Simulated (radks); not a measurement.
Numerical settings for neutral molybdenum, [Kr] 4d5 5s1. All-electron calculation, scalar-relativistic Kohn-Sham, LDA (Slater exchange, Perdew-Wang correlation), spin-polarised, spherical densities, point nucleus; open shells are filled with parallel spins first (spin-orbit coupling, left out, can overturn this in heavy ions). Program: a radial shooting solver on a logarithmic mesh with Libxc functionals. The defaults (mesh step 0.008 in ln r, mesh end at 40 bohr or more with all orbitals vanishing there, Anderson mixing 0.5 over 9 steps, residual threshold near 1e-9 with the energy settled to 1e-9 hartree or 1e-11 of itself, here a cap of 69 iterations) give E = -4044.5693 hartree and 4d at -4.670 eV in 14 iterations. Run on one thread of a shared host, so times are rough (Arm Neoverse V2): 0.19 s of CPU time, 0.19 s wall, 14 iterations on 2725 mesh points. Changes against that run (0 stands for a change within the tolerance of the run):

setting,iterations,converged,E (mhartree),e(4d) (meV),CPU (s)
mesh step in ln r 0.03,14,yes,+0.000773,0,0.06
mesh step in ln r 0.05,14,yes,+0.0167,0,0.04
mesh step in ln r 0.2,2,no,diverged,-,0.02
mesh end (bohr) 2,13,level above zero,+1.36e+04,+6.58e+04,0.14
mesh end (bohr) 5,14,yes,+135,+2.67e+03,0.17
residual threshold 0.001,9,yes,0,+0.749,0.14
residual threshold 1e-13,19,yes,0,0,0.22
mixing 0.01,26,yes,0,0,0.34
"linear mixing, mixing 0.2",69,no,0,0,0.71
"linear mixing, mixing 0.05",69,no,+1.75,-84.7,0.83
mixing history 20,20,yes,0,0,0.24
iteration cap 3,3,no,+13,-474,0.06

Settled on a wrong energy, with an occupied level pushed above zero by the early mesh end: mesh end (bohr) 2 (+13.6 hartree). Apart from these: settings that end as converged yet miss the energy by more than 1 mhartree: mesh end (bohr) 5 (+0.135 hartree). A mesh that ends early acts as a hard wall.
